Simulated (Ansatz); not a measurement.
C3H7O, doublet, geometry from GFN2-xTB; B3LYP5/def2-SVP (Ansatz, a quantum-chemistry and plane-wave program).

Here is a job for Ansatz.
Ansatz 0.2 input:
```yaml
crystal:
  periodic: [false, false, false]
  atoms:
    - {symbol: O, position_ang: [0.00603261, 1.39945068, 0.10521327]}
    - {symbol: C, position_ang: [-0.01052600, 0.01737478, 0.17269437]}
    - {symbol: H, position_ang: [0.91691624, 1.70866002, 0.14601563]}
    - {symbol: C, position_ang: [-1.34102772, -0.59836921, -0.06927069]}
    - {symbol: C, position_ang: [1.24583048, -0.72781260, -0.10982389]}
    - {symbol: H, position_ang: [-1.49928663, -0.83397408, -1.12962906]}
    - {symbol: H, position_ang: [1.48877769, -0.74519186, -1.18250461]}
    - {symbol: H, position_ang: [-2.11939352, 0.09363073, 0.24088969]}
    - {symbol: H, position_ang: [2.09395553, -0.27939847, 0.41110616]}
    - {symbol: H, position_ang: [-1.43953471, -1.52700685, 0.49162855]}
    - {symbol: H, position_ang: [1.14464384, -1.75948281, 0.21918865]}
basis:
  gaussian:
    orbitals: def2-SVP
hamiltonian:
  xc: b3lyp5
magnetization: {spin_polarized: true, initial_magnetization: 1}
accuracy: high
```

What the program printed (banner, timings and long lists left out):

```
Functional definition: B3LYP5
2251 factors; integrals over basis functions are off by at most 3.5e-9 eV
mean field evaluation 1: about -5255.5313 eV, gradient 4.2e1 eV
mean field evaluation 2: about -5252.8022 eV, gradient 4.8e1 eV
mean field evaluation 4: about -5263.4991 eV, gradient 2.2e0 eV
mean field evaluation 8: about -5263.7312 eV, gradient 1.6e-1 eV
mean field evaluation 16: about -5263.7313 eV, gradient 1.7e-4 eV
mean field -5263.73132437 eV, -193.4385582855 hartree, gradient 4.5e-8 eV, S^2 0.753455; 0 other end points of the search recorded, 0 dependent functions left out
reference -5263.73136582 eV, -193.4385598084 hartree; 17, 16 occupied and 74, 75 virtual orbitals, 2251 factors
Total energy: -5263.73136582 eV, -193.4385598084 hartree
```
